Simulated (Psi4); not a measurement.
Pair of molecules: C2H2 (SMILES C#C) (first 4 atoms) with CH2F2 (SMILES FCF); geometry from B3LYP-D3(BJ)/def2-TZVP, rigid monomers moved along the line of their centres of mass till H4···F5 is 3.45 Å.
(charge 0, multiplicity 1):
```xyz
9

C      0.599     0.017    -0.697
C     -0.352    -0.064     0.025
H      1.437     0.086    -1.347
H     -1.185    -0.135     0.683
F     -1.139     0.097     4.126
C      0.187     0.069     4.460
F      0.424    -1.066     5.171
H      0.399     0.932     5.093
H      0.774     0.042     3.541
```

The numbers are results of SAPT0/jun-cc-pV(D+d)Z in Psi4, not measurements.

**Question.** Which attractive term is largest, and how does the interaction split up?

**Answer.** electrostatics -34.7, exchange 3.8, induction -1.8, dispersion -9.8, total -42.4 meV; the largest attraction is electrostatics.
